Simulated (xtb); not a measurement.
xtb input for CH9NO2Si2, SMILES N(C)[SiH2]O[SiH2]O, GFN2-xTB. 

```
$ xtb mol.xyz --gfn 2 --sp --chrg 0 --uhf 0 --json
$ cat mol.xyz
15

C     -3.09801938    -1.57667464    -0.19237701
N     -1.73682233    -1.18271490     0.06602591
Si    -1.06773837     0.27683335    -0.52894677
O      0.44364172     0.26000480     0.04777348
Si     1.84236051     1.03349774     0.29954487
O      2.99197545    -0.06894626     0.59138263
H     -3.80809795    -1.13696476     0.51734366
H     -3.19395338    -2.66340566    -0.14748506
H     -3.37158733    -1.24395461    -1.19089901
H     -1.40109848    -1.52778488     0.95331381
H     -1.02687343     0.18941004    -1.98893989
H     -1.70162037     1.52666210    -0.08817619
H      2.13628997     1.81201733    -0.90010604
H      1.76424130     1.79835953     1.53176374
H      3.01892470    -0.88839028     0.10364362
```

Program output:

```
[banner left out]
          |                Calculation Setup                |
           -------------------------------------------------



           -------------------------------------------------
          |                 G F N 2 - x T B                 |
           -------------------------------------------------

        Reference                      10.1021/acs.jctc.8b01176
      * Hamiltonian:
        H0-scaling (s, p, d)           1.850000    2.230000    2.230000
        zeta-weighting                 0.500000
      * Dispersion:
        s8                             2.700000
        a1                             0.520000
        a2                             5.000000
        s9                             5.000000
      * Repulsion:
        kExp                           1.500000    1.000000
        rExp                           1.000000
      * Coulomb:
        alpha                          2.000000
        third order                    shell-resolved
        anisotropic                    true
        a3                             3.000000
        a5                             4.000000
        cn-shift                       1.200000
        cn-exp                         4.000000
        max-rad                        5.000000


          ...................................................
          :                      SETUP                      :
          :.................................................:
          :  # basis functions                  45          :
          :  # atomic orbitals                  43          :
          :  # shells                           23          :
          :  # electrons                        38          :
          :  max. iterations                   250          :
          :  Hamiltonian                  GFN2-xTB          :
          :  restarted?                      false          :
          :  GBSA solvation                  false          :
          :  PC potential                    false          :
          :  electronic temp.          300.0000000     K    :
          :  accuracy                    1.0000000          :
          :  -> integral cutoff          0.2500000E+02      :
          :  -> integral neglect         0.1000000E-07      :
          :  -> SCF convergence          0.1000000E-05 Eh   :
          :  -> wf. convergence          0.1000000E-03 e    :
          :  Broyden damping             0.4000000          :
          :  net charge                          0          :
          :  unpaired electrons                  0          :
          ...................................................

 iter      E             dE          RMSdq      gap      omega  full diag
   1    -21.5283153 -0.215283E+02  0.835E+00    5.51       0.0  T
   2    -21.6161044 -0.877892E-01  0.517E+00    5.29       1.0  T
   3    -21.6219986 -0.589420E-02  0.241E+00    5.62       1.0  T
   4    -21.6226771 -0.678484E-03  0.105E+00    5.28       1.0  T
   5    -21.6231522 -0.475115E-03  0.319E-01    5.44       1.0  T
   6    -21.6235805 -0.428250E-03  0.144E-01    5.35       1.0  T
   7    -21.6235932 -0.127208E-04  0.628E-02    5.39       1.0  T
   8    -21.6236107 -0.174385E-04  0.296E-02    5.38       1.0  T
   9    -21.6236125 -0.188941E-05  0.171E-02    5.37       1.5  T
  10    -21.6236138 -0.128776E-05  0.564E-03    5.37       4.6  T
  11    -21.6236139 -0.112954E-06  0.134E-03    5.37      19.3  T
  12    -21.6236140 -0.280133E-08  0.652E-04    5.37      39.6  T
  13    -21.6236139  0.594728E-09  0.406E-04    5.37      63.6  T

   *** convergence criteria satisfied after 13 iterations ***

         #    Occupation            Energy/Eh            Energy/eV
      -------------------------------------------------------------
         1        2.0000           -0.7760967             -21.1187
       ...           ...                  ...                  ...
        13        2.0000           -0.4720547             -12.8453
        14        2.0000           -0.4589365             -12.4883
        15        2.0000           -0.4506891             -12.2639
        16        2.0000           -0.4264242             -11.6036
        17        2.0000           -0.4172785             -11.3547
        18        2.0000           -0.4032110             -10.9719
        19        2.0000           -0.3662026              -9.9649 (HOMO)
        20                         -0.1688454              -4.5945 (LUMO)
        21                         -0.1539070              -4.1880
        22                         -0.1446735              -3.9368
        23                         -0.1326187              -3.6087
        24                         -0.1184531              -3.2233
       ...                                ...                  ...
        43                          0.9378781              25.5210
      -------------------------------------------------------------
                  HL-Gap            0.1973572 Eh            5.3704 eV
             Fermi-level           -0.2675240 Eh           -7.2797 eV

 SCC (total)                   0 d,  0 h,  0 min,  0.013 sec
 SCC setup                      ...        0 min,  0.000 sec (  0.840%)
 Dispersion                     ...        0 min,  0.000 sec (  0.626%)
 classical contributions        ...        0 min,  0.000 sec (  0.194%)
 integral evaluation            ...        0 min,  0.002 sec ( 14.567%)
 iterations                     ...        0 min,  0.007 sec ( 50.523%)
 molecular gradient             ...        0 min,  0.004 sec ( 32.230%)
 printout                       ...        0 min,  0.000 sec (  0.910%)

         :::::::::::::::::::::::::::::::::::::::::::::::::::::
         ::                     SUMMARY                     ::
         :::::::::::::::::::::::::::::::::::::::::::::::::::::
         :: total energy             -21.426968884568 Eh    ::
         :: gradient norm              0.000197293060 Eh/a0 ::
         :: HOMO-LUMO gap              5.370361725245 eV    ::
         ::.................................................::
         :: SCC energy               -21.623612659805 Eh    ::
         :: -> isotropic ES            0.083454832124 Eh    ::
         :: -> anisotropic ES          0.003581526784 Eh    ::
         :: -> anisotropic XC         -0.001888183184 Eh    ::
         :: -> dispersion             -0.009428278347 Eh    ::
         :: repulsion energy           0.196643775237 Eh    ::
         :: add. restraining           0.000000000000 Eh    ::
         :: total charge               0.000000000000 e     ::
         :::::::::::::::::::::::::::::::::::::::::::::::::::::

           -------------------------------------------------
          |                Property Printout                |
           -------------------------------------------------

    * Orbital Energies and Occupations

         #    Occupation            Energy/Eh            Energy/eV
      -------------------------------------------------------------
         1        2.0000           -0.7760967             -21.1187
       ...           ...                  ...                  ...
         7        2.0000           -0.5430464             -14.7770
         8        2.0000           -0.5181732             -14.1002
         9        2.0000           -0.5002788             -13.6133
        10        2.0000           -0.4928802             -13.4120
        11        2.0000           -0.4880569             -13.2807
        12        2.0000           -0.4780109             -13.0073
        13        2.0000           -0.4720547             -12.8453
        14        2.0000           -0.4589365             -12.4883
        15        2.0000           -0.4506891             -12.2639
        16        2.0000           -0.4264242             -11.6036
        17        2.0000           -0.4172785             -11.3547
        18        2.0000           -0.4032110             -10.9719
        19        2.0000           -0.3662026              -9.9649 (HOMO)
        20                         -0.1688454              -4.5945 (LUMO)
        21                         -0.1539070              -4.1880
        22                         -0.1446735              -3.9368
        23                         -0.1326187              -3.6087
        24                         -0.1184531              -3.2233
        25                         -0.0683996              -1.8612
        26                         -0.0055466              -0.1509
        27                          0.0008629               0.0235
        28                          0.0583868               1.5888
        29                          0.0891346               2.4255
        30                          0.1215285               3.3070
       ...                                ...                  ...
        43                          0.9378781              25.5210
      -------------------------------------------------------------
                  HL-Gap            0.1973572 Eh            5.3704 eV
             Fermi-level           -0.2675240 Eh           -7.2797 eV

     #   Z          covCN         q      C6AA      α(0)
     1   6 C        3.720    -0.028    21.189     6.574
     2   7 N        2.589    -0.322    28.294     7.900
     3  14 Si       3.557     0.536    97.995    19.059
     4   8 O        1.540    -0.468    22.301     6.371
     5  14 Si       3.476     0.568    99.924    19.403
     6   8 O        1.576    -0.476    22.426     6.390
     7   1 H        0.924     0.020     2.730     2.584
     8   1 H        0.924     0.039     2.462     2.454
     9   1 H        0.925     0.029     2.603     2.523
    10   1 H        0.861     0.155     1.364     1.830
    11   1 H        0.918    -0.091     5.274     3.592
    12   1 H        0.917    -0.095     5.404     3.636
    13   1 H        0.919    -0.098     5.495     3.666
    14   1 H        0.921    -0.079     4.873     3.452
    15   1 H        0.810     0.310     0.690     1.305

 Mol. C6AA /au·bohr⁶  :       2989.787942
 Mol. C8AA /au·bohr⁸  :      97635.362101
 Mol. α(0) /au        :         90.738234


Wiberg/Mayer (AO) data.
largest (>0.10) Wiberg bond orders for each atom

 ---------------------------------------------------------------------------
     #   Z sym  total        # sym  WBO       # sym  WBO       # sym  WBO
 ---------------------------------------------------------------------------
     1   6 C    3.983 --     2 N    1.047     9 H    0.995     8 H    0.982
                             7 H    0.980
     2   7 N    3.268 --     3 Si   1.137     1 C    1.047    10 H    0.958
     3  14 Si   3.973 --     2 N    1.137     4 O    1.051    11 H    0.880
                            12 H    0.878
     4   8 O    2.313 --     5 Si   1.081     3 Si   1.051
     5  14 Si   4.069 --     6 O    1.182     4 O    1.081    14 H    0.884
                            13 H    0.881
     6   8 O    2.176 --     5 Si   1.182    15 H    0.883
     7   1 H    0.999 --     1 C    0.980
     8   1 H    0.998 --     1 C    0.982
     9   1 H    0.999 --     1 C    0.995
    10   1 H    0.976 --     2 N    0.958
    11   1 H    0.992 --     3 Si   0.880
    12   1 H    0.991 --     3 Si   0.878
    13   1 H    0.990 --     5 Si   0.881
    14   1 H    0.994 --     5 Si   0.884
    15   1 H    0.904 --     6 O    0.883
 ---------------------------------------------------------------------------

Topologies differ in total number of bonds
Writing topology from bond orders to xtbtopo.mol

molecular dipole:
                 x           y           z       tot (Debye)
 q only:       -0.348      -0.164      -0.235
   full:       -0.502      -0.409      -0.128       1.679
molecular quadrupole (traceless):
                xx          xy          yy          xz          yz          zz
Note: The following floating-point exceptions are signalling: IEEE_UNDERFLOW_FLAG IEEE_DENORMAL
normal termination of xtb
 q only:        0.404      -0.819       1.542      -2.449      -0.488      -1.946
  q+dip:       -2.942      -2.941       2.220      -5.412      -1.017       0.721
   full:        0.557      -1.444       1.198      -4.413      -1.021      -1.755


           -------------------------------------------------
          | TOTAL ENERGY              -21.426968884568 Eh   |
          | GRADIENT NORM               0.000197293060 Eh/α |
          | HOMO-LUMO GAP               5.370361725245 eV   |
           -------------------------------------------------

------------------------------------------------------------------------
------------------------------------------------------------------------
 total:
 SCF:
```

Self-consistency was reached.
